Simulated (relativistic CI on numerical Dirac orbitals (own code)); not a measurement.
## Sb²⁺: calculation against measurement

Calculated at this level of theory: Dirac-Coulomb-Breit CI, KLI orbitals optimised for each configuration, QED by a radiative potential, valence Slater integrals scaled by 0.85, P86 correlation estimate, and configurations built on the next ion tied to the tabulated ionisation energy (semi-empirical) (own radial code, finite nucleus).

Configurations in the expansion (outside the closed core [Kr] 4d10): 5s²5p, 5s²5d, 5s²6s, 5s²6p, 5s²6d, 5s²7s, 5s²5f, 5s²6f, 5s5p², 5p³, 5s5p5d, 5s²5g, 5s²4f, 5s5p5f, 5s5p5g, 5s²7p, 5p5d², 5s²7d, 5s5p6s, 5s²7f, 5p²5d, 5s5p6p, 5s5d², 5p4f². Levels of other configurations are missing.

```csv
Configuration,Term (tabulated),J,Measured (cm⁻¹),Computed,Error,Purity (%)
5s²5p,2P°,1/2,0.0,0,0,97
5s²5p,2P°,3/2,6576.0,6256,-320,97
5s5p²,4P,5/2,64356.0,59861,-4495,96
5s5p²,2D,3/2,76522.8,73479,-3044,74
5s5p²,2D,5/2,77791.9,74627,-3165,71
5s²6s,2S,1/2,93417.8,93719,301,98
5s²5d,2D,3/2,98819.5,97847,-973,69
5s²5d,2D,5/2,100385.4,98964,-1422,73
5s5p²,2P,3/2,101953.5,102740,786,86
5s²6p,2P°,1/2,114720.5,115221,500,99
5s²6p,2P°,3/2,116388.5,116825,436,99
5s²4f,2F°,7/2,136213.6,137773,1559,94
5s²4f,2F°,5/2,136269.6,137859,1590,94
5s²7s,2S,1/2,143126.8,144226,1099,100
5s²6d,2D,3/2,144682.6,145459,776,99
5s²6d,2D,5/2,144918.6,145671,753,98
```

Measured levels from Moore, Atomic Energy Levels, vol. III, NSRDS-NBS 35 (1971 reprint of NBS Circular 467, 1958); pairs were made by configuration, J and term (by order where the table uses no LS term), so strongly mixed levels may be paired wrongly. The analysis dates from before 1960.

Mean error by configuration (cm⁻¹): 5s²5p -320; 5s5p² -2479; 5s²6s 301; 5s²5d -1197; 5s²6p 468; 5s²4f 1575; 5s²7s 1099; 5s²6d 765. Over the excited levels the mean absolute error is 1415 cm⁻¹ (15 of the 17 excited levels that our extract of the source holds in range could be paired, and the others can miss by more), and the median relative error of those above 1,000 cm⁻¹ is 0.98 %.
